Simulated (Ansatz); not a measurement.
Ansatz (a quantum-chemistry and plane-wave program) input (CCSD(T)/aug-cc-pV(D+d)Z):
A basis named .json is the Basis Set Exchange file of that set.

Ansatz 0.2 input:
```yaml
crystal:
  periodic: [false, false, false]
  atoms:
    - {symbol: Si, position_ang: [-0.39151830, 0.06835040, 0.00801849]}
    - {symbol: O, position_ang: [0.99881330, -0.43193933, 0.73948910]}
    - {symbol: C, position_ang: [2.26127412, -0.43929443, 0.10347133]}
    - {symbol: N, position_ang: [-1.48031889, 0.05851883, 1.32821649]}
    - {symbol: N, position_ang: [-0.45907901, 1.63741128, -0.66493133]}
    - {symbol: N, position_ang: [-0.60002972, -0.95594118, -1.35880120]}
    - {symbol: H, position_ang: [2.98667313, -0.88153342, 0.78749845]}
    - {symbol: H, position_ang: [2.24396616, -1.02548576, -0.82042508]}
    - {symbol: H, position_ang: [2.58756641, 0.57742992, -0.13922523]}
    - {symbol: H, position_ang: [-1.28534210, -0.51661115, 2.13119079]}
    - {symbol: H, position_ang: [-2.46733292, 0.20407346, 1.19733653]}
    - {symbol: H, position_ang: [-0.55521186, 2.44675033, -0.07477591]}
    - {symbol: H, position_ang: [-0.04298551, 1.85532662, -1.55474885]}
    - {symbol: H, position_ang: [-1.31819120, -0.75680496, -2.03677490]}
    - {symbol: H, position_ang: [-0.45004370, -1.94869196, -1.27046288]}
basis:
  gaussian:
    orbitals: aug-cc-pV_D+d_Z.json
magnetization: {spin_polarized: false}
correlation: {method: ccsd_t, electrons: outside_noble_gas}
output: {forces: true}
```

Output:

```
Functional definition: HF
integrals: 1.48 GiB planned
2243 factors; integrals over basis functions are off by at most 7.9e-4 eV
mean field: 1.53 GiB planned
mean field evaluation 1: about -15515.2005 eV, gradient 6.0e1 eV
mean field evaluation 2: about -15515.2716 eV, gradient 6.0e1 eV
mean field evaluation 4: about -15522.6942 eV, gradient 4.2e0 eV
mean field evaluation 8: about -15522.7529 eV, gradient 3.0e-1 eV
mean field evaluation 16: about -15515.1998 eV, gradient 6.0e1 eV
mean field -15522.75317212 eV, -570.4506573753 hartree, gradient 1.0e-6 eV, S^2 0.000000; 0 other end points of the search recorded, 0 dependent functions left out
10 core orbitals not correlated
reference -15522.75317212 eV, -570.4506573753 hartree; 19, 19 occupied and 199, 199 virtual orbitals, 2243 factors
densities: 6.82 GiB planned
second order -27.11626972 eV of doubles, -0.00000000 eV of singles
coupled cluster: 5.12 GiB planned
cycle   1  -27.76161696 eV  change   -6.5e-1 eV  update   1.1e-1
cycle   2  -28.37649757 eV  change   -6.1e-1 eV  update   3.1e-2
cycle   3  -28.53126614 eV  change   -1.5e-1 eV  update   1.6e-2
cycle   4  -28.52600659 eV  change    5.3e-3 eV  update   3.6e-3
cycle   5  -28.52416462 eV  change    1.8e-3 eV  update   1.5e-3
cycle   6  -28.52475037 eV  change   -5.9e-4 eV  update   4.7e-4
cycle   7  -28.52459543 eV  change    1.5e-4 eV  update   1.7e-4
cycle   8  -28.52447625 eV  change    1.2e-4 eV  update   5.8e-5
cycle   9  -28.52446491 eV  change    1.1e-5 eV  update   2.2e-5
cycle  10  -28.52446974 eV  change   -4.8e-6 eV  update   8.7e-6
perturbative correction -0.90193408 eV, -0.0331454663 hartree
the calculation of the forces begins
Total energy: -15552.17957594 eV, -571.5320577699 hartree
Atom 0 at    -0.391518     0.068350     0.008018 Å, force    -0.228582     0.028362    -0.178796 eV/Å
Atom 1 at     0.998813    -0.431939     0.739489 Å, force     0.075385    -0.297570     0.731836 eV/Å
Atom 2 at     2.261274    -0.439294     0.103471 Å, force     0.037684     0.031883    -0.113712 eV/Å
Atom 3 at    -1.480319     0.058519     1.328216 Å, force     0.098285     0.241542     0.155845 eV/Å
Atom 4 at    -0.459079     1.637411    -0.664931 Å, force    -0.225165     0.042706    -0.098127 eV/Å
Atom 5 at    -0.600030    -0.955941    -1.358801 Å, force     0.256633     0.083929    -0.207567 eV/Å
Atom 6 at     2.986673    -0.881533     0.787498 Å, force     0.295571    -0.183446     0.281871 eV/Å
Atom 7 at     2.243966    -1.025486    -0.820425 Å, force    -0.006936    -0.255442    -0.387563 eV/Å
Atom 8 at     2.587566     0.577430    -0.139225 Å, force     0.134778     0.428035    -0.097866 eV/Å
Atom 9 at    -1.285342    -0.516611     2.131191 Å, force     0.059614    -0.240502     0.307840 eV/Å
Atom 10 at    -2.467333     0.204073     1.197337 Å, force    -0.390604     0.041716    -0.054761 eV/Å
Atom 11 at    -0.555212     2.446750    -0.074776 Å, force    -0.028093     0.314908     0.229491 eV/Å
Atom 12 at    -0.042986     1.855327    -1.554749 Å, force     0.175264     0.083136    -0.353952 eV/Å
Atom 13 at    -1.318191    -0.756805    -2.036775 Å, force    -0.298032     0.066182    -0.257378 eV/Å
Atom 14 at    -0.450044    -1.948692    -1.270463 Å, force     0.044198    -0.385440     0.042838 eV/Å
Dipole moment:    -0.093294    -0.028749    -0.200376 e Å
```
